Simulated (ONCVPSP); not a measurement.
**What one change does to a pseudopotential (lead, ONCV)**

* Element: Pb (Z = 82)
* Generator: ONCVPSP 4.0.1
* Type: optimised norm-conserving Vanderbilt (ONCV)
* Functional: PBE
* Relativity: fully relativistic
* Frozen core: [Kr] 4d10 4f14
* Valence charge: 22
* Reference configuration: 5s2 5p6 5d10 6s2 6p1.5 (charge +0.5)
* Partial waves: 5s+6s: rc 1.45 bohr, ncon 3, nbas 6, qcut 9.7 1/bohr, 2 projectors; 5p+6p: rc 1.70 bohr, ncon 4, nbas 7, qcut 9.9 1/bohr, 2 projectors; 5d: rc 1.95 bohr, ncon 4, nbas 8, qcut 9.7 1/bohr, 1 projector
* Local potential: polynomial inside 1.10 bohr (lpopt 2, dvloc0 3 Ha)
* Core correction: Teter function, fcfact 5, rcfact 1.35

Open shells are filled in proportion to 2j + 1.

Change: p: qcut 6.4.

Cutoffs: the cutoffs (Ha) at which the residual kinetic energy of the hardest occupied pseudo-wave falls to 1 and 0.1 mHa per electron; they do not see the model core or the augmentation charge, which bear on the density cutoff. Errors are all-electron minus pseudo energies relative to the spin-unpolarised reference configuration.

**Question.** How do hardness, ghosts and transferability respond?

**Answer.** The potential gets neither clearly harder nor softer (33 Ha and 38 Ha → 33 Ha and 38 Ha); of the 4 tests that both files solve, the error grows in 0 and shrinks in 1 by more than 15 % and 0.3 meV (median size 0.1 → 0.1 meV); the range in which the p3/2 phases agree narrows (upper end 3.8 → 0.8); neither file shows a bound ghost.

| quantity | base | changed |
| --- | --- | --- |
| cutoff, loose | 33 Ha | 33 Ha |
| cutoff, tight | 38 Ha | 38 Ha |
| loose cutoff by channel | s 33 Ha, p 22 Ha, d 27 Ha | s 33 Ha, p 19 Ha, d 27 Ha |
| bound ghosts | none | none |
| GHOST(+) flags under 300 eV | none | p3/2 at 77.3 eV |
| error for 5s2 5p6 5d10 6s2 6p2, meV [ΔE -2.55 eV] | -0.1 | 0.0 |
| error for 5s2 5p6 5d10 6s2 6p1, meV [ΔE 4.15 eV] | 0.0 | 0.0 |
| error for 5s2 5p6 5d10 6s2 6p0, meV [ΔE 17.75 eV] | +0.1 | +0.1 |
| error for 5s2 5p6 5d9 6s2 6p3, meV [ΔE 16.56 eV] | -1.8 | -1.3 |
| s: phases at 1.47 bohr within 0.05 rad from the reference energy up to (Ha; the scan ends near 5) | to the end of the scan | to the end of the scan |
| p3/2: phases at 1.72 bohr within 0.05 rad from the reference energy up to (Ha; the scan ends near 5) | 3.8 | 0.8 |
| p1/2: phases at 1.72 bohr within 0.05 rad from the reference energy up to (Ha; the scan ends near 5) | to the end of the scan | to the end of the scan |
| d5/2: phases at 1.97 bohr within 0.05 rad from the reference energy up to (Ha; the scan ends near 5) | 1.4 | 1.4 |
| d3/2: phases at 1.97 bohr within 0.05 rad from the reference energy up to (Ha; the scan ends near 5) | 1.5 | 1.5 |
| rms error of d²Exc/dni dnj with the model core, mHa | 3.05 | 3.05 |
